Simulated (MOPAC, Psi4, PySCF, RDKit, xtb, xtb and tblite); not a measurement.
Two geometries of H6BF3Si3, SMILES B[SiH2][SiH2][Si](F)(F)F, relaxed at GFN2-xTB with one dihedral held; other torsions can differ between them too.

Structure A

```
13

B     -2.6070    -0.1784     0.4156
Si    -1.4128     0.5474    -0.9468
Si    -1.8056    -0.4142    -3.0547
Si    -3.9668    -1.1149    -3.2403
F     -4.2724    -2.6516    -2.9449
F     -4.8320    -0.8783    -4.5569
F     -4.8827    -0.4047    -2.1351
H     -2.7977    -1.3309     0.4848
H     -3.1963     0.5002     1.1627
H      0.0148     0.2770    -0.6738
H     -1.4290     2.0128    -1.1304
H     -0.9578    -1.5891    -3.3249
H     -1.5399     0.4740    -4.1994
```

Structure B

```
13

B      2.1398    -0.2920     0.5796
Si     1.3260     0.6731    -0.9006
Si    -0.9563     1.0584    -0.4659
Si    -1.5318     0.4170     1.6433
F     -1.0074     1.3657     2.8134
F     -3.0333     0.1557     2.1059
F     -0.8389    -0.9694     2.0377
H      2.4062    -1.4284     0.5139
H      2.3805     0.2521     1.5868
H      1.8966     2.0104    -1.1647
H      1.3810     0.0420    -2.2345
H     -1.3611     2.4668    -0.6129
H     -1.8540     0.3378    -1.3860
```

Task: Which is lower in energy at the level Psi4 with DF-MP2 (frozen core)/cc-pVTZ // GFN2-xTB, and by how much?

Result: B is lower, by 2.07 kJ/mol (dihedral H8–B1–Si2–Si3: 45° in A, 105° in B).

E(B) − E(A) in kJ/mol at the other levels, on the same two geometries: GFN2-xTB (xtb and tblite) -2.49; B3LYP/def2-SVP // GFN2-xTB (Psi4) -1.69; B3LYP-D3(BJ)/def2-SVP // GFN2-xTB (Psi4) -1.94; PBE/def2-SVP // GFN2-xTB (Psi4) -2.53; PBE-D3(BJ)/def2-SVP // GFN2-xTB (Psi4) -2.67; HF/cc-pVTZ // GFN2-xTB (Psi4) -0.44; UFF // GFN2-xTB (RDKit) 0.80; PM6, restricted, heats of formation // GFN2-xTB (MOPAC) -0.85; PM7, restricted, heats of formation // GFN2-xTB (MOPAC) -0.76; GFN1-xTB // GFN2-xTB (xtb) -4.41; restricted B3LYP/6-31G*, spherical d, density fitting // GFN2-xTB (PySCF) -1.81; restricted MP2 (frozen core)/6-31G*, spherical d // GFN2-xTB (PySCF) -0.92; restricted LDA (SVWN5)/6-31G*, spherical d, density fitting // GFN2-xTB (PySCF) -2.94; restricted Hartree-Fock/6-31G*, spherical d, density fitting // GFN2-xTB (PySCF) 0.18.
